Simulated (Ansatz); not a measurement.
Consider the atomization: `N[Si]1(F)SS1` → F• + 2 H• + N• + 2 S• + Si•.

Calculated with Ansatz (gas phase, PBE0-D4/def2-TZVP geometries, no zero-point term in ΔE). CBS: MP2 limit from def2 TZ/QZ plus the TZ coupled-cluster correction, frozen cores. This one scheme is used for every species, atoms too. Functionals use def2-TZVPP. No spin–orbit coupling; open shells (•) take unrestricted orbitals. Spin–orbit coupling would lower the free atoms: a little for F, S, Si. Each species was taken in one conformer, which may not be the lowest.

`N[Si]1(F)SS1`:

Z-matrix (Å, degrees):
```
Si
F 1 1.584
S 1 2.079 2 118.5
N 1 1.674 2 105.1 3 143.2
S 1 2.079 2 118.4 3 -73.6
H 4 1.004 1 123.2 2 180.0
H 4 1.005 1 122.3 2 0.2
```

Task: What is ΔE at CCSD(T)/CBS? (Estimate.)

Result: The calculation gave: +26.19 eV.

Task: What do these levels give: BHLYP-D4, ωB97X-V, BLYP, HF/def2-QZVPP, SCS-MP2/def2-QZVPP, CCSD/CBS(def2)? (Estimate.)

Result: Ansatz gave: BHLYP-D4 24.81, ωB97X-V 26.34, BLYP 25.57, HF/def2-QZVPP 17.13, SCS-MP2/def2-QZVPP 26.39, CCSD/CBS(def2) 25.54 eV.

Largest T1 diagnostic among the species: 0.012.

From PBE to PBE0 (25 % exact exchange), in def2-TZVPP and without D4, ΔE moves by −0.76 eV: exact exchange takes away binding that semilocal exchange gives to molecules. The D4 term adds +0.39 eV with B3LYP and +0.20 eV with PBE0; it sums over pairs of atoms, weighted by their polarisabilities, and B3LYP, whose exchange is more repulsive, gets the larger term.

B3LYP here is the variant with VWN-RPA as its local correlation; programs differ in this.

For atomizations the MP2-based limit and the directly extrapolated one differ by several kJ/mol either way, and by 10 to 25 for some Ge, Se and Sn compounds, so smaller differences from it don't rank the levels.
